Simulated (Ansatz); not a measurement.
Input file for Ansatz (a first-principles code): U-wB97X-V/def2-TZVPP on HISn (SMILES [SnH][I]), a point of a bond scan (R = 5.517 Å). Elements past Kr take the def2 small-core potentials; no spin–orbit coupling.

Ansatz 0.2 input:
```yaml
crystal:
  periodic: [false, false, false]
  atoms:
    - {symbol: Sn, position_ang: [0.45232825, 0.91499533, 0.96539677]}
    - {symbol: H, position_ang: [0.73028803, 2.17687253, -0.26340839]}
    - {symbol: I, position_ang: [-1.33333581, -2.72354775, -2.77696017]}
basis:
  gaussian:
    orbitals: def2-TZVPP
hamiltonian:
  xc: {name: wB97X-V}
magnetization: {spin_polarized: true, initial_magnetization: 0}
```

Output:

```
WARN ansatz: RAYON_NUM_THREADS=1 ignored (pool sized by the plan → 1); use --threads N
Functional definition: wB97X-V
integrals: 0.05 GiB planned
880 factors; their error is unknown
integrals: 0.08 GiB planned
179 factors; integrals over basis functions are off by at most 1.2e-4 eV
mean field: 0.69 GiB planned
mean field evaluation 1: about -13942.6025 eV, gradient 1.4e1 eV
mean field evaluation 2: about -13869.9517 eV, gradient 5.4e1 eV
mean field evaluation 4: about -13944.2687 eV, gradient 3.2e0 eV
mean field evaluation 8: about -13944.7319 eV, gradient 2.0e-1 eV
mean field evaluation 16: about -13944.9828 eV, gradient 6.3e-3 eV
mean field evaluation 32: about -13945.3263 eV, gradient 2.0e0 eV
mean field evaluation 64: about -13945.7411 eV, gradient 4.6e-2 eV
mean field -13945.74108830 eV, -512.4965322322 hartree, gradient 5.1e-6 eV, S^2 0.960997; 7 other end points of the search recorded, 0 dependent functions left out
reference -13945.74108757 eV, -512.4965322055 hartree; 24, 24 occupied and 90, 90 virtual orbitals, 880 factors
Total energy: -13945.74108757 eV, -512.4965322055 hartree
```

Self-consistency was reached. Its determinant has ⟨S²⟩ = 0.96, a mixture of spin states.

Cost: about 40 core-seconds (a rough figure).
